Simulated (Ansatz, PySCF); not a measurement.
Dimer: C2H2 (SMILES C#C) (first 4 atoms) with C2H6O (SMILES COC); geometry from B3LYP-D3(BJ)/def2-TZVP.
(charge 0, multiplicity 1):
```xyz
13

C      0.53635     0.04169    -0.21938
C      0.05304     0.00578     0.87661
H      0.96403     0.07327    -1.19150
H     -0.37419    -0.02477     1.85747
C     -0.47450     1.37140     4.35977
O     -0.75177     0.04872     3.94408
C      0.10617    -0.90125     4.54460
H      0.54920     1.66522     4.09663
H     -0.60415     1.48006     5.44331
H     -1.17693     2.02692     3.84800
H      1.15548    -0.70743     4.28981
H     -0.17820    -1.88133     4.16563
H      0.00192    -0.89290     5.63627
```

Interaction energies are E(AB) − E(A) − E(B) at the monomers' geometry in the complex; basis-set methods are counterpoise corrected. Rows marked so take none.

Rows in 6-31G* carry no dispersion term and start afresh at each structure (6-31G* with six Cartesian d functions).

Codes used: Ansatz (a quantum-chemistry and plane-wave program) with Gaussian orbitals; PySCF for 6-31G* rows. 

### Question
One of these levels gives -71.0 meV for the interaction energy. Which one is it?
(A) HF/6-31G* (no counterpoise)
(B) SVWN5/def2-TZVPPD
(C) HF/aug-cc-pVDZ
(D) B3LYP/def2-TZVPPD

### Answer
C, HF/aug-cc-pVDZ. The others give -123.6 (HF/6-31G* (no counterpoise)), -220.4 (SVWN5/def2-TZVPPD), -88.2 (B3LYP/def2-TZVPPD)
